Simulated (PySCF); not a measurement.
Choosing a molecule for a target property.

Each SMILES stands for a single optimised conformer of the isolated species, non-relativistic unless stated; the electronic structure was computed with PySCF and density fitting.

The conformers computed, where there is a choice (atom-mapped SMILES and torsion angles):
- `[CH3:1][CH2:2][S:3][C@@H:4]1[CH2:5][Si@H:6]1[CH2:7][CH3:8]`: C1–C2–S3–C4 -70°, C2–S3–C4–C5 -69°, C5–Si6–C7–C8 -97°
- `[CH2:1]=[C:2]([CH3:3])[SiH2:4]/[C:5]([F:6])=[CH:7]/[SiH2:8][C:9]#[N:10]`: C1–C2–Si4–C5 -112°, C2–Si4–C5–F6 -169°, C5–C7–Si8–C9 123°
- `[CH3:1][C:2]#[C:3][CH2:4][Si@@H:5]([OH:6])[SiH2:7][SH:8]`: C3–C4–Si5–O6 53°, C4–Si5–Si7–S8 64°, H–O6–Si5–C4 -48°, H–S8–Si7–Si5 -179°
- `[CH2:1]=[C:2]([CH3:3])[Si@@H:4]1[CH2:5][C@@H:6]([C:7]#[N:8])[Si@H:9]1[F:10]`: C1–C2–Si4–C5 -9°

Task: Wanted: dipole moment between 2.2 D and 5 D (PBE0/pcSseg-1) and HOMO energy below -7.4 eV (PBE0/pcSseg-1), at GFN2-xTB geometries. Which candidate meets both?
A. `CC#CC[Si@@H](O)[SiH2]S`
B. `C1[Si@H]([Si@H](F)[C@@H]1C#N)C(=C)C`
C. `C=C(C)[SiH2]/C(F)=C/[SiH2]C#N`
D. `CCS[C@H]1[Si@@H](C1)CC`

Result: C. Computed values:
| species | dipole moment | HOMO energy |
| --- | --- | --- |
| CCS[C@H]1[Si@@H](C1)CC | 2.08 D | -6.06 eV |
| CC#CC[Si@@H](O)[SiH2]S | 2.38 D | -7.15 eV |
| C=C(C)[SiH2]/C(F)=C/[SiH2]C#N | 3.93 D | -8.02 eV |
| C1[Si@H]([Si@H](F)[C@@H]1C#N)C(=C)C | 6.33 D | -7.74 eV |
